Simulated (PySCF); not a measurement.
**HgB⁺ at PBE**

Level: PBE. basis Hg cc-pVDZ-PP with ECP60, B cc-pVDZ; scalar-relativistic core potentials; PySCF 2.14.

```json
{
 "state": "¹Σ⁺ (singlet), closed shell",
 "bond length": "2.342 Å",
 "harmonic wavenumber": "311 cm⁻¹",
 "force constant": "0.593 mdyn/Å",
 "rotational constant Be": "0.2943 cm⁻¹",
 "anharmonicity ωexe": "2.23 cm⁻¹",
 "vibration–rotation constant αe": "0.00363 cm⁻¹",
 "well depth De to Hg + B⁺": "41.5 kcal/mol",
 "dissociation energy D0": "41.0 kcal/mol",
 "HOMO–LUMO gap": "2.56 eV",
 "bond order (Mayer)": "0.93",
 "dipole moment (positive dipole points towards B; it is taken about the centre of mass and depends on that origin)": "3.76 D"
}
```

Spin–orbit coupling is left out. For an ion De counts to the pair picked by the measured ionisation energies or electron affinities, which need not be the lowest pair at this level.
